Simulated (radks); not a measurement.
Values are calculated unless marked as measured or tabulated.
The chlorine anion Cl-, [Ar], held by a Watson sphere: a shell of charge +0.91 at radius R that stands for the Madelung well of a crystal (potential energy -0.91/R inside, -0.91/r outside, in hartree with lengths in bohr). Level of theory: non-relativistic Kohn-Sham, r2SCAN, spin-polarised, spherical densities, point nucleus; meta-GGA in the generalised Kohn-Sham scheme (a radial shooting solver on a logarithmic mesh with Libxc functionals).

R (bohr),e(2p) (eV),e(3s) (eV),e(3p) (eV),<r> 3p (bohr),sum of <r^2> (bohr^2),X-ray form factor at sin(theta)/lambda = 0.2 1/angstrom
2.2,-191.74,-20.381,-8.241,1.897,33.46,12.148
2.65,-191.46,-19.595,-7.576,1.938,34.89,12.072
2.72,-191.41,-19.480,-7.472,1.944,35.08,12.064
3.21,-190.94,-18.732,-6.770,1.976,36.24,12.025
3.51,-190.64,-18.323,-6.372,1.990,36.80,12.012
